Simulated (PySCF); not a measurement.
Ionising Ge2

PBE0; PySCF, no relativity, basis sets Ge pcseg-1. Neutral (UKS): triplet (π ↑↑), Re = 2.389 Å, ωe = 295 cm⁻¹, De = 2.95 eV, HOMO -5.61 eV, LUMO -3.52 eV.

Ge₂⁺ (UKS): quartet (σ ↑, π ↑↑), Re = 2.420 Å, ωe = 260 cm⁻¹, De = 3.25 eV to Ge⁺ + Ge. The energies at the minima are -4152.94982 hartree for Ge2 and -4152.66736 for Ge₂⁺.

Problem. Work out the adiabatic ionisation energy, without and with harmonic zero-point energies (1 hartree = 27.2114 eV, 1 eV = 8065.5 cm⁻¹), and the change of the bond length.

Solution. At PBE0: 0.28246 hartree = 7.686 eV between the minima; the zero-point term (260.0 − 295.0)/2 cm⁻¹ = -0.002 eV makes it 7.684 eV. Re changes by +3.1 pm against the neutral. The electron leaves a σ orbital, and the longer bond of the ion fits a bonding orbital, or a change in how ionic the bond is.

Spin–orbit coupling is left out. States were picked by a PBE0 search and need not be the measured ground states.
